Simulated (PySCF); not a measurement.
Be(OH)(OMe) (CH₄BeO₂), SMILES [Be]([OH])[O]C.

Geometry optimised at PBE0-D3(BJ)/def2-SVP. Other conformers were not sampled.

These are IEF-PCM-M06-2X/def2-SVP run with PySCF values and carry that method's errors.

The values are the electrostatic part of the solvation free energy, E(continuum) − E(gas) at the gas-phase geometry, in a cavity of scaled van der Waals radii (PySCF's table); cavitation and dispersion terms are not included. A continuum can't describe solvent molecules that bind to the metal. In vacuum the orbital gap is 10.11 eV. The dipole moment in vacuum is 1.60 D.

| solvent | ε | ΔG(elec) (kcal/mol) | dipole (D) | gap (eV) |
|---|---|---|---|---|
| water | 78.36 | -5.3 | 1.87 | 10.14 |
| ethanol | 24.85 | -5.0 | 1.85 | 10.14 |
| diethylether | 4.24 | -3.6 | 1.77 | 10.13 |
